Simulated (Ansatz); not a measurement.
One change: `FC(I)O[SiH3]` becomes `FC(F)O[SiH3]`.

Ansatz, PBE0-D4/def2-TZVP geometries, multiplicity 1. Each molecule was computed in one conformer, which needn't be the lowest.

Elements past krypton have def2 core potentials.  Spin–orbit coupling is left out; it splits and shifts lone-pair levels of the heavy atoms by tenths of an eV.

| property | `FC(I)O[SiH3]` |
| --- | --- |
| size of the dipole moment (B3LYP/def2-TZVPP) / D | 1.44 |
| HOMO–LUMO gap (ωB97M-V/def2-TZVPP) / eV | 10.49 |
| zero-point energy (PBE0-D4/def2-TZVP) / kJ/mol | 131.3 |
| HOMO energy (PBE0/def2-TZVPP) / eV | -7.55 |
| HOMO energy (PBE/def2-TZVPP) / eV | -6.36 |
| HOMO energy (B3LYP/def2-TZVPP) / eV | -7.31 |

Q: What does the change do to each property? (An estimate is asked.)

A: Computed: 
```
                                        property  `FC(F)O[SiH3]`  shift
size of the dipole moment (B3LYP/def2-TZVPP) / D            1.09  -0.35
         HOMO–LUMO gap (ωB97M-V/def2-TZVPP) / eV           13.52   3.03
  zero-point energy (PBE0-D4/def2-TZVP) / kJ/mol           139.1    7.8
              HOMO energy (PBE0/def2-TZVPP) / eV           -9.37  -1.82
               HOMO energy (PBE/def2-TZVPP) / eV           -7.84  -1.48
             HOMO energy (B3LYP/def2-TZVPP) / eV           -9.16  -1.85
```

With PBE0 the HOMO falls by 1.82 eV and the LUMO rises by 1.36 eV, so the gap widens by about 3.18 eV. PBE moves the HOMO by -1.48 eV and ωB97M-V by -1.94 eV. Dipoles are sizes alone; their direction can turn.

B3LYP here is the variant with VWN-RPA as its local correlation; programs differ in this.
